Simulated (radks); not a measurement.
Results of a calculation; reference values are marked as such.
Q: Species: Kr3+. Configuration: [Ar] 3d10 4s2 4p3. Level of theory: Dirac Kohn-Sham, exchange-only PBE, spin-unpolarised, spherical densities, point nucleus; open shells fill j = l - 1/2 first (a radial shooting solver on a logarithmic mesh with Libxc functionals). Some entries of the table are withheld. Estimate them.

orbital,occ.,eigenvalue (hartree),r(max) (bohr),<r> (bohr)
1s1/2,2,-521.6369,0.02707,(1)
2s1/2,2,-69.93066,0.1543,0.1832
2p1/2,2,-63.34126,0.1211,0.1573
2p3/2,4,-61.36205,0.1244,0.1613
3s1/2,2,-11.11490,0.4670,0.5300
3p1/2,2,-8.78810,0.4572,0.5331
3p3/2,4,-8.49657,0.4660,0.5436
3d3/2,4,(2),0.4091,0.5517
3d5/2,6,(3),0.4118,0.5555
4s1/2,2,-2.12356,1.300,(4)
4p1/2,2,-1.56851,(5),1.656
4p3/2,1,-1.53595,(6),1.684

A: 
(1) 1s1/2 <r> (bohr): 0.04148
(2) 3d3/2 eigenvalue (hartree): -4.43998
(3) 3d5/2 eigenvalue (hartree): -4.39188
(4) 4s1/2 <r> (bohr): 1.469
(5) 4p1/2 r(max) (bohr): 1.435
(6) 4p3/2 r(max) (bohr): 1.460
